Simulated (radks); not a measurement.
Results of a calculation; reference values are marked as such.
All-electron atom: I25+ in [Ar] 3d10.

Code: a radial shooting solver on a logarithmic mesh with Libxc functionals. Model: scalar-relativistic Kohn-Sham, SCAN, spin-polarised, spherical densities, finite nucleus; meta-GGA in the generalised Kohn-Sham scheme; Fermi nuclear charge, rms radius 4.75 fm.

Energy parts (hartree):
part                        energy
total                  -6819.34552
kinetic                 7170.25360
electron-nucleus      -15608.26051
Hartree                 1773.94963
exchange-correlation    -155.28824

Orbitals (lengths in bohr, moments of r in powers of bohr; r(90%) holds 90 % of the orbital's charge):
orbital  occ.  eigenvalue (hartree)  <1/r>  r(90%)      <r>
1s          2             -1244.401  56.83  0.0490  0.02722
2s          2             -217.6096  13.07   0.181   0.1169
2p          6             -198.3027  12.48   0.166   0.1022
3s          2             -65.92083  4.763   0.451   0.3083
3p          6             -59.57227  4.536   0.456   0.3051
3d         10             -50.27534  4.308   0.435   0.2794

The highest occupied level is 3d at -1368.1 eV. The density falls to 0.001 e/bohr^3 at r = 0.98 bohr. Summed over all electrons, <r^2> = 1.889 bohr^2, which gives a Langevin (diamagnetic) susceptibility term of -1.5 x 10^-6 cm^3/mol.
